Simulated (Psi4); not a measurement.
lithium atom (Li), doublet; Psi4 with PBE/cc-pVTZ.

Here is a job for Psi4.
```
memory 2 GB

molecule {
0 2
  Li    0.00000000    0.00000000    0.00000000
}

set basis cc-pvtz
set reference uks
set scf_type pk
set puream true
set d_convergence 1e-8
set dft_radial_points 99
set dft_spherical_points 590

energy('pbe')
print_variables()
```

Output, abridged:

```
   => Loading Basis Set <=

    Name: CC-PVTZ
    Role: ORBITAL
    Keyword: BASIS

         ---------------------------------------------------------
                                   SCF
               by Justin Turney, Rob Parrish, Andy Simmonett
                          and Daniel G. A. Smith
                              UKS Reference
         ---------------------------------------------------------

  ==> Geometry <==

    Molecular point group: d2h
    Geometry (in Angstrom), charge = 0, multiplicity = 2:

       Center              X                  Y                   Z               Mass
    ------------   -----------------  -----------------  -----------------  -----------------
         LI           0.000000000000     0.000000000000     0.000000000000     7.016003436600

  Running in d2h symmetry.

  Rotational constants: A = ************  B = ************  C = ************ [cm^-1]
  Rotational constants: A = ************  B = ************  C = ************ [MHz]
  Nuclear repulsion =    0.000000000000000

  Charge       = 0
  Multiplicity = 2
  Electrons    = 3
  Nalpha       = 2
  Nbeta        = 1

  ==> Algorithm <==

  SCF Algorithm Type is PK.
  DIIS enabled.
  MOM disabled.
  Fractional occupation disabled.
  Guess Type is CORE.
  Energy threshold   = 1.00e-06
  Density threshold  = 1.00e-08
  Integral threshold = 1.00e-12

  ==> Primary Basis <==

  Basis Set: CC-PVTZ
    Blend: CC-PVTZ
    Number of shells: 10
    Number of basis functions: 30
    Number of Cartesian functions: 35
    Spherical Harmonics?: true
    Max angular momentum: 3

  ==> DFT Potential <==

   => LibXC <=

    Version 7.1.2
    S. Lehtola, C. Steigemann, M. J. T. Oliveira, and M. A. L. Marques,  SoftwareX 7, 1–5 (2018) (10.1016/j.softx.2017.11.002)

   => Composite Functional: PBE <=

    PBE GGA Exchange-Correlation Functional

    J.P. Perdew et. al., Phys. Rev. Lett., 77(18), 3865-3868, 1996

    Deriv               =              1
    GGA                 =           TRUE
    Meta                =          FALSE

    Exchange Hybrid     =          FALSE
    MP2 Hybrid          =          FALSE

   => Exchange Functionals <=

    1.0000     XC_GGA_X_PBE

   => Correlation Functionals <=

    1.0000     XC_GGA_C_PBE

   => LibXC Density Thresholds  <==

    XC_GGA_C_PBE:  1.00E-12
    XC_GGA_X_PBE:  1.00E-15

   => Molecular Quadrature <=

    Radial Scheme          =       TREUTLER
    Pruning Scheme         =           NONE
[...]
   @S   Expected:                5.000000000E-01
   @S   Observed:                5.000000000E-01

    Orbital Energies [Eh]
    ---------------------

    Alpha Occupied:

[...]
    Alpha Virtual:

[...]
       8Ag     2.192646

    Beta Occupied:

       1Ag    -1.888656

    Beta Virtual:

[...]
    Final Occupation by Irrep:
             Ag   B1g   B2g   B3g    Au   B1u   B2u   B3u
    DOCC [     1,    0,    0,    0,    0,    0,    0,    0 ]
    SOCC [     1,    0,    0,    0,    0,    0,    0,    0 ]
    NA   [     2,    0,    0,    0,    0,    0,    0,    0 ]
    NB   [     1,    0,    0,    0,    0,    0,    0,    0 ]

  @UKS Final Energy:    -7.46094923214425

   => Energetics <=

    Nuclear Repulsion Energy =              0.0000000000000000
    One-Electron Energy =                  -9.7171657262852609
    Two-Electron Energy =                   4.0599899026456949
    DFT Exchange-Correlation Energy =      -1.8037734085046857
    Empirical Dispersion Energy =           0.0000000000000000
    VV10 Nonlocal Energy =                  0.0000000000000000
    Total Energy =                         -7.4609492321442517

  UHF NO Occupations:
  HONO-1 :    1 Ag 1.9999998
  HONO-0 :    2 Ag 1.0000000
  LUNO+0 :    3 Ag 0.0000002
  LUNO+1 :    4 Ag 0.0000000
  LUNO+2 :    5 Ag 0.0000000
  LUNO+3 :    6 Ag 0.0000000

Computation Completed

Properties will be evaluated at   0.000000,   0.000000,   0.000000 [a0]

Properties computed using the SCF density matrix

 Multipole Moments:

 ------------------------------------------------------------------------------------
     Multipole            Electronic (a.u.)      Nuclear  (a.u.)        Total (a.u.)
 ------------------------------------------------------------------------------------

 L = 1.  Multiply by 2.5417464519 to convert [e a0] to [Debye]
 Dipole X            :          0.0000000            0.0000000            0.0000000
 Dipole Y            :          0.0000000            0.0000000            0.0000000
 Dipole Z            :          0.0000000            0.0000000            0.0000000
 Magnitude           :                                                    0.0000000

 ------------------------------------------------------------------------------------

  Variable Map:
  ----------------------------------------------------------------------------
[...]
  Array Variable Map:
  ----------------------------------------------------------------------------
[...]
[...]
```
